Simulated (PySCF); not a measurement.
Ions at one geometry of Re2O7

PySCF 2.14.0, RKS PBE0, Re def2-SVP with ECP60, O def2-SVP; non-relativistic Hamiltonian with scalar-relativistic core potentials where named; density fitting; no spin-orbit coupling; singlets restricted, open shells unrestricted. The geometry is relaxed for charge 0, singlet, vacuum:

```xyz
9

Re   -0.0358    0.4698    1.8181
Re   -0.0358   -0.4698   -1.8181
O    -0.0394    0.0000    0.0000
O    -1.2803    1.5666    2.1465
O    -1.2803   -1.5666   -2.1465
O     1.4357    1.1889    2.2384
O    -0.2584   -0.9006    2.7833
O    -0.2584    0.9006   -2.7833
O     1.4357   -1.1889   -2.2384
```

Energies count from the relaxed state; an electron taken off or put on is at rest in vacuum. Charges and spins are Mulliken's.

```
                     state  energy (eV)  spin squared  charge on Re1 (e)  spin on Re1 (e)  dipole about the centre of mass (D)
 charge 0, singlet, vacuum         0.00          0.00               1.37             0.00                                 0.01
charge +1, doublet, vacuum        12.13          0.79               1.48            -0.16                                 0.01
```

**Question.** What does the state charge -1, doublet, vacuum give?

**Answer.** energy (eV) -2.13, spin squared 0.76, charge on Re1 (e) 1.19, spin on Re1 (e) 0.33, dipole about the centre of mass (D) 0.08.

With an electron taken off (doublet) the charges change, summed by element, by Re +0.22 e, O +0.78 e. The vertical ionisation energy is 12.13 eV, against −ε(HOMO) = 10.38 eV of the relaxed state. The level lies 1.8 eV too high, as is usual for semilocal functionals and global hybrids, which keep a self-interaction error.

With an electron put on (doublet) the charges change, summed by element, by Re -0.37 e, O -0.63 e. The vertical electron affinity is 2.13 eV, against −ε(LUMO) = 3.93 eV of the relaxed state. The basis has no diffuse functions, which an added electron needs.

Open shells may have lower solutions than those found.

No frequency check is given that shows the relaxed geometry to be a minimum, and it was reached by following one of several unstable modes of a saddle point. No other spin state of this charge was computed.
